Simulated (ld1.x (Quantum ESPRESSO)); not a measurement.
Logarithmic derivatives: arsenic (As), TM

```
Element                 : As
Generator               : ld1.x (Quantum ESPRESSO) 7.5
Type                    : norm-conserving Troullier–Martins (Kleinman–Bylander form)
Functional              : PBE
Relativity              : fully relativistic
Frozen core             : [Ar] 3d10
Valence charge          : 5
Reference configuration : 4s2 4p1 (charge +2)
Partial waves           : 4s (bound): rc 1.75 bohr; 4p (bound): rc 1.40 bohr
Local potential         : all-electron potential smoothed inside 1.70 bohr (lloc = -1)
Core correction         : a·sin(br)/r model core, default radius (core density twice the valence density)
```

Open shells are filled in proportion to 2j + 1 (rel_dist='average').

The phase is arctan(r·u′/u) with u = r·R(r), unwrapped; energies in Ry, scanned from -4 to 5 Ry. A pole is an energy at which the radial function vanishes at the test radius. The pseudo phase is shifted by a multiple of π to meet the all-electron one at the reference energy, and phase errors are pseudo minus all-electron; the curves can meet again beyond the range given. Levels narrower than the energy grid can be missing from the lists of poles.

```tsv
channel	radius (bohr)	reference energy (Ry)	poles, all-electron	poles, pseudo	unbroken range about the reference energy with phases within 0.05 rad	phase error 1 Ry above the reference energy (rad)
s	1.91	-2.46	0.49	0.18, 3.91	below 0.9	-0.005
p1/2	1.91	-1.69	2.06	1.62	below 2.4	-0.008
p3/2	1.91	-1.66	2.21	1.68	below 2.2	-0.009
```

Phases in the p1/2 channel:

```json
{"E (Ry)": "-4.00", "all-electron": "1.132", "pseudo": "1.127"}
{"E (Ry)": "-3.52", "all-electron": "1.054", "pseudo": "1.048"}
{"E (Ry)": "-3.04", "all-electron": "0.931", "pseudo": "0.926"}
{"E (Ry)": "-2.56", "all-electron": "0.717", "pseudo": "0.713"}
{"E (Ry)": "-2.08", "all-electron": "0.316", "pseudo": "0.314"}
{"E (Ry)": "-1.60", "all-electron": "-0.311", "pseudo": "-0.311"}
{"E (Ry)": "-1.12", "all-electron": "-0.841", "pseudo": "-0.845"}
{"E (Ry)": "-0.64", "all-electron": "-1.133", "pseudo": "-1.141"}
{"E (Ry)": "-0.16", "all-electron": "-1.294", "pseudo": "-1.306"}
{"E (Ry)": "0.32", "all-electron": "-1.393", "pseudo": "-1.409"}
{"E (Ry)": "0.80", "all-electron": "-1.461", "pseudo": "-1.481"}
{"E (Ry)": "1.28", "all-electron": "-1.511", "pseudo": "-1.537"}
{"E (Ry)": "1.76", "all-electron": "-1.550", "pseudo": "-1.584"}
{"E (Ry)": "2.24", "all-electron": "-1.583", "pseudo": "-1.628"}
{"E (Ry)": "2.72", "all-electron": "-1.612", "pseudo": "-1.674"}
{"E (Ry)": "3.20", "all-electron": "-1.639", "pseudo": "-1.728"}
{"E (Ry)": "3.68", "all-electron": "-1.665", "pseudo": "-1.800"}
{"E (Ry)": "4.16", "all-electron": "-1.691", "pseudo": "-1.919"}
{"E (Ry)": "4.64", "all-electron": "-1.719", "pseudo": "-2.174"}
```
